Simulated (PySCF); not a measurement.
# A thermochemical cycle for AlBr

PBE in PySCF with def2-TZVPPD on every atom, for the lowest determinant that a PBE0 search found; no spin–orbit coupling. AlBr, a singlet (closed shell), has De = 4.69 eV to neutral atoms, and AlBr⁺, a doublet (σ ↑), has De = 1.82 eV to Al⁺ + Br.

At the same level the Al atom ionises at 6.06 eV.

What is the adiabatic ionisation energy of the molecule, and does ionisation strengthen or weaken the bond?

IE = IE(Al) + De(neutral) − De(ion) = 6.06 + 4.69 − 1.82 = 8.93 eV. De changes by -2.87 eV, so ionisation weakens the bond.

Spin–orbit coupling is left out. For an ion De counts to the pair picked by the measured ionisation energies or electron affinities, which need not be the lowest pair at this level. States were picked by a PBE0 search and need not be the measured ground states.
